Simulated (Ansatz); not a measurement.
Cost and result up the ladder for GaH₂F (4 atoms). Charge 0, multiplicity 1. Geometry: PBE0-D4/def2-TZVP.

```xyz
4

Ga   -0.0150   -0.0101   -0.1242
H    -0.9923   -1.1434   -0.5487
H     0.8111    1.0224   -0.9434
F     0.1962    0.1312    1.6162
```

Ansatz on 4 threads of Arm Neoverse V1 on a shared host. Times are rough, and most runs start from the orbitals of an earlier one. ωB97X-V/def2-TZVP serves as the yardstick here, not as an exact answer. Differences are given only for rows in sets of like size (and for xTB, whose basis is part of the method), since another set adds its own error. Binding counts from free atoms at the same level (Ga doublet, H doublet, F doublet; other spins of the atoms weren't run), without zero-point energy or a counterpoise term.

B3LYP takes the VWN-RPA correlation. Correlated methods freeze 10 core orbitals; core or outer-core shells of Ga are correlated, in sets that lack core-valence functions.

Correlated methods converge slowly with the basis.

```csv
level,functions,wall time,binding energy per atom (eV),difference from ωB97X-V/def2-TZVP (eV)
HF/def2-TZVP,91,0.25 s,1.97,-0.75
LDA (SPW92)/def2-TZVP,91,0.3 s,3.06,0.34
PBE-D4/def2-SVP,56,0.3 s,2.69,–
PBE-D4/def2-TZVP,91,0.35 s,2.68,-0.04
MP2/def2-TZVP,91,0.35 s,2.68,-0.04
PBE0-D4/def2-SVP,56,0.4 s,2.63,–
BHLYP-D4/def2-TZVP,91,0.5 s,2.58,-0.14
B3LYP-D4/def2-TZVP,91,0.5 s,2.66,-0.07
PBE0-D4/def2-TZVP (with forces),91,0.6 s,2.63,-0.09
r2SCAN-D4/def2-TZVP,91,0.95 s,2.71,-0.01
ωB97X-V/def2-TZVP,91,1.1 s,2.72,0.00
CCSD(T)/def2-TZVPP,107,1.4 s,2.69,-0.04
```
